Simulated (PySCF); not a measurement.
NMR data simulated for an unnamed compound:

1H NMR (500 MHz, computed): δ 5.05 (m, 1H), 3.46 (m, 1H), 1.92 (m, 1H), 1.90 (d, 1H), 1.51 (d, 1H).

13C{1H} NMR (computed): δ 106.9 (CH), 81.1 (C), 79.2 (C), 79.1 (CH), 77.1 (CH), 11.3 (CH).

Computational details: geometry from GFN2-xTB, GIAO PBE0/pcSseg-1 shieldings, in PySCF (a single conformation, gas phase, non-relativistic).

Shifts are taken against calculated references (same method and geometry level): 1H (σ = 31.72 ppm) and 13C (σ = 186.93 ppm) against TMS.

Which of these does the molecule contain: a non-aromatic C=C double bond, a heteroaromatic ring, a C≡C triple bond, a three-membered ring, a tert-butyl group, a Si–H bond?

Answers


- A non-aromatic C=C double bond: no.
- A heteroaromatic ring: no.
- A C≡C triple bond: yes (δC 77.1, 81.1; δH 1.51 (d)).
- A three-membered ring: yes.
- A tert-butyl group: no.
- A Si–H bond: yes (δH 3.46 (m)).

The data belong to `C#C[C@@H]1[C@H](F)[Si@@H]1C#C`, C$_{6}$H$_{5}$FSi; they needn't prove each group on their own.

Carbon signals by region: 1 in the sp2 and nitrile region (100–160 ppm), 4 at 50–100 ppm, 1 below 50 ppm.

Splittings by 19F in the carbon and heteronuclear signals aren't shown, as no couplings were computed. Shifts are as computed. Against solution values, carbons near 30 ppm lie about +3 ppm off and those near 130 ppm about +5 ppm. Of 1211 compounds with measured shifts, 218 miss one by over three times the rms of a fit or turn the order of signals round; such compounds aren't used in these exercises. No couplings were computed; multiplicities are counted from neighbouring protons, with m where these are inequivalent, close in shift, in a saturated or five-membered ring or joined by F or P, and br s for small geminal =CH2 splittings.
